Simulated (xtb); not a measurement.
xtb input (GFN2-xTB):

```bash
xtb mol.xyz --gfn 2 --ohess tight --chrg -1 --uhf 0
```
mol.xyz:
```
3

Al    -0.00849388     0.03620659     0.02747000
I     -0.18764756     2.02569984    -1.64380320
I      0.16420012    -2.02678496     1.65143367
```

End of the output:

```
optimized geometry written to: xtbopt.xyz

           -------------------------------------------------
          | TOTAL ENERGY               -8.990055202276 Eh   |
          | TOTAL ENTHALPY             -8.982859232946 Eh   |
          | TOTAL FREE ENERGY          -9.019416374398 Eh   |
          | GRADIENT NORM               0.000028776594 Eh/α |
          | HOMO-LUMO GAP               1.693350434820 eV   |
           -------------------------------------------------

------------------------------------------------------------------------
------------------------------------------------------------------------
 total:
 SCF:
 ANC optimizer:
 analytical hessian:
```
